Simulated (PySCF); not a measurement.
C7H14S2.
Bonds: C1–C2, C2–C3, C2–C4, C4–C5, C5–S6, S6–C7, C7–S8, S8–C9, C4–C9. Hydrogens: H10, H11, H12 on C1; H13 on C2; H14, H15, H16 on C3; H17 on C4; H18, H19 on C5; H20, H21 on C7; H22, H23 on C9.

Method: PBE0-D3(BJ)/def2-SVP geometry optimisation, gas phase (PySCF).

Question: List the bond lengths, angles and torsions at this level.

Answer: 
```
                   bond  length (bohr)   order
           C1–C2, C2–C3          2.884  single
                  C2–C4          2.920  single
           C4–C5, C4–C9          2.888  single
           C5–S6, S8–C9          3.428  single
           S6–C7, C7–S8          3.415  single
C1–H10 and 5 like bonds          2.081  single
                 C2–H13          2.089  single
                 C4–H17          2.086  single
         C5–H18, C9–H22          2.085  single
         C5–H19, C9–H23          2.080  single
                 C7–H20          2.084  single
                 C7–H21          2.078  single
```

Bonds in one row agree within 0.02 bohr and their mean is given. Orders are formal, as drawn. A selection of angles:
```
     angle  degrees
 C2–C1–H10    110.8
H10–C1–H11    106.9
  C1–C2–C3    110.9
  C1–C2–C4    111.8
 C1–C2–H13    107.0
  C3–C2–C4    114.0
 C4–C2–H13    105.3
  C2–C4–C5    111.2
  C2–C4–C9    112.8
 C2–C4–H17    107.2
  C5–C4–C9    111.4
 C5–C4–H17    106.9
  C4–C5–S6    114.5
 C4–C5–H18    111.1
 C4–C5–H19    110.2
 S6–C5–H18    108.7
 S6–C5–H19    104.8
H18–C5–H19    107.0
  C5–S6–C7     98.1
  S6–C7–S8    115.0
 S6–C7–H20    109.9
 S6–C7–H21    106.9
H20–C7–H21    108.0
 S8–C9–H23    104.4
  C4–C9–S8    114.4
 C4–C9–H23    110.9
```

Torsions: C1–C2–C4–C5 -166° (antiperiplanar); C2–C4–C5–S6 166° (antiperiplanar); C4–C5–S6–C7 60° (synclinal); C5–S6–C7–S8 -60° (synclinal); S6–C7–S8–C9 60° (synclinal); C7–S8–C9–C4 -60° (synclinal); C2–C4–C9–S8 -167° (antiperiplanar). The mirror-image conformer, all signs reversed, is as good.

The 6-membered ring C4–C5–S6–C7–S8–C9 has internal angles of 98.1° to 115.0°; it is puckered, 0.30 Å rms from its mean plane, widest ring torsion 67°. Of the pairs four or more bonds apart, H11···H23 is among the closest relative to their van der Waals radii: 2.20 Å, 92 % of the sum of Bondi's values.

Point group: C1 (no symmetry element, even within 0.4 Å). No PBE0-D3(BJ)/def2-SVP frequencies stand behind this structure, so it isn't proved a minimum. One conformer, not necessarily the lowest.
